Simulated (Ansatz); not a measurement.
Geometry optimisation, Ansatz, DFT PBE-D3(BJ), scalar-relativistic, plane waves, PAW.

The input (input.yaml):

```yaml
crystal:
  lattice:
    - [9.397796, 0.0, 0.0]
    - [0.0, 9.397796, 0.0]
    - [0.0, 0.0, 9.397796]
  atoms:
    - { symbol: O, position: [0.7619206, 0.7450108, 0.5685896] }
    - { symbol: C, position: [0.781205, 0.868709, 0.5608971] }
    - { symbol: S, position: [0.8068132, 1.0329714, 0.5506822] }
    - { symbol: O, position: [0.6502135, 0.4479866, 0.8836789] }
    - { symbol: C, position: [0.6651835, 0.5364519, 0.9713265] }
    - { symbol: S, position: [0.6850627, 0.6539275, 1.0877162] }
    - { symbol: O, position: [0.3493157, 0.7692981, 0.1986801] }
    - { symbol: C, position: [0.3940804, 0.7260822, 0.3075874] }
    - { symbol: S, position: [0.4535247, 0.6686945, 0.4522086] }
    - { symbol: O, position: [1.1098965, 0.9500448, 0.8714648] }
    - { symbol: C, position: [0.9923743, 0.9505538, 0.9152892] }
    - { symbol: S, position: [0.8363132, 0.9512298, 0.973485] }
    - { symbol: O, position: [0.5911174, 0.3416208, 0.5197024] }
    - { symbol: C, position: [0.700126, 0.3960454, 0.5494914] }
    - { symbol: S, position: [0.8448817, 0.4683175, 0.589049] }
    - { symbol: O, position: [0.5024697, 0.0510938, 0.801173] }
    - { symbol: C, position: [0.5103235, 0.0162023, 0.9213945] }
    - { symbol: S, position: [0.5207527, -0.0301311, 1.0810401] }
    - { symbol: O, position: [0.9743504, 0.0998817, 0.1795088] }
    - { symbol: C, position: [0.8754751, 0.1769478, 0.1754119] }
    - { symbol: S, position: [0.7441758, 0.2792862, 0.1699716] }
    - { symbol: O, position: [0.1511086, 0.3664246, 0.8156162] }
    - { symbol: C, position: [0.217086, 0.3873054, 0.9202263] }
    - { symbol: S, position: [0.3046993, 0.4150336, 1.0591411] }
    - { symbol: O, position: [0.1009638, 0.1449227, 0.6569939] }
    - { symbol: C, position: [0.1816185, 0.2194282, 0.5963636] }
    - { symbol: S, position: [0.2887224, 0.3183663, 0.5158509] }
    - { symbol: O, position: [0.1593521, 0.8260296, 0.3656627] }
    - { symbol: C, position: [0.1149944, 0.7177807, 0.3204205] }
    - { symbol: S, position: [0.0560906, 0.5740338, 0.260342] }
basis:
  ecutwfc: 420.0
kpoints:
  mp_grid: { grid: [1, 1, 1] }
hamiltonian:
  xc: pbe
  dispersion: d3bj
scf:
  occupations: { method: fermi_dirac, width: 0.05 }
  lower_state_search: "off"
relax:
  f_tol: 0.3
  max_steps: 15
  adjacent_minimum: "off"
```

Command:

```bash
$ ansatz run input.yaml --threads 1 --pin off --max-ram 3072MiB --backend cpu --events-out ev --progress --plain --runs-dir out
```

Task: Where does it end, and by what steps?

Result: The forces met the threshold. The threshold is loose, so the end isn't yet a minimum. Limits of this set-up: coarse k mesh. After 13 steps the energy has fallen by 2.161 eV; O28 moved furthest, 1.55 Å.

```tsv
step	energy less start (eV)	largest force component (eV/Å)	accepted
0	0.0000	1.344	yes
1	-0.9107	0.508	yes
2	-1.3811	0.659	yes
3	-1.6037	0.917	yes
4	-1.7536	0.506	yes
5	-1.8570	0.860	yes
6	-1.9245	1.054	yes
7	-1.9854	0.903	yes
8	-2.0334	0.931	yes
9	-2.0717	0.875	yes
10	-2.1031	0.523	yes
11	-2.1229	0.567	yes
12	-2.1428	0.404	yes
13	-2.1611	0.182	yes
```

```xyz
30
Lattice="9.3978 0.0000 0.0000 0.0000 9.3978 0.0000 0.0000 0.0000 9.3978" Properties=species:S:1:pos:R:3
O 6.611 7.330 6.001
C 6.704 8.271 5.312
S 6.826 9.532 4.389
O 4.832 4.249 7.727
C 5.445 4.885 8.489
S 6.269 5.735 9.515
O 2.790 7.485 1.599
C 3.449 6.991 2.426
S 4.328 6.314 3.535
O 11.425 7.951 7.944
C 10.324 8.220 8.224
S 8.843 8.581 8.605
O 6.124 3.664 4.400
C 6.977 3.716 5.199
S 8.131 3.781 6.256
O 4.426 0.774 7.081
C 4.785 0.677 8.188
S 5.271 0.548 9.674
O 10.204 0.632 2.511
C 9.392 1.402 2.184
S 8.295 2.436 1.744
O 1.225 4.017 8.354
C 1.894 3.836 9.296
S 2.781 3.581 10.562
O 1.262 1.213 5.986
C 1.778 2.142 5.503
S 2.465 3.399 4.863
O 0.785 7.422 4.768
C 0.244 6.827 3.922
S -0.475 6.009 2.787
```

Time of the run: 91 s on 1 thread of Arm Neoverse V1, with other jobs on the host, peak memory 0.64 GiB.
